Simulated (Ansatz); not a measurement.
`[CH3][GeH]([F])[F]` + H• → `[CH3][Ge]([F])[F]`• + H₂  (hydrogen abstraction from a Ge–H bond)

Calculated with Ansatz (gas phase, PBE0-D4/def2-TZVP geometries, no zero-point term in ΔE). CCSD(T)/CBS adds triple-zeta CCSD(T) − MP2 to the extrapolated MP2 energy (def2 sets, frozen cores). This one scheme is used for every species, atoms too. DFT in def2-TZVPP. HSE06 is defined as in plane-wave codes. Open shells (•) are unrestricted, without spin–orbit coupling. For Ge outer-core shells are correlated without core-valence functions, so the limit isn't a true one: a few kJ/mol of doubt a bond, and 10 to 20 or more in all where bonds break to atoms. Scalar relativity is left out up to krypton.

CCSD(T)/CBS gives -0.77 eV.

**Question.** Another level gave -0.74 eV. Which?
A. LC-ωPBE/def2-TZVPP
B. r2SCAN/def2-TZVPP
C. r2SCAN0-D4/def2-TZVPP
D. HSE06/def2-TZVPP

**Answer.** A. LC-ωPBE -0.74, r2SCAN0-D4 -0.87, r2SCAN -0.96, HSE06 -0.83 eV.

Largest T1 diagnostic among the species: 0.014.

Leaving LDA and LC-ωPBE aside and taking each functional with its dispersion term where it has one, the values, not all of them listed here, spread over 0.46 eV, from BLYP-D4 to PBE-QIDH. LDA lies +0.09 eV from PBE without D4. In def2-TZVPP, CCSD(T) changes the Hartree–Fock value by −0.25 eV (the triples alone add −0.01 eV) and MP2 by −0.14 eV.
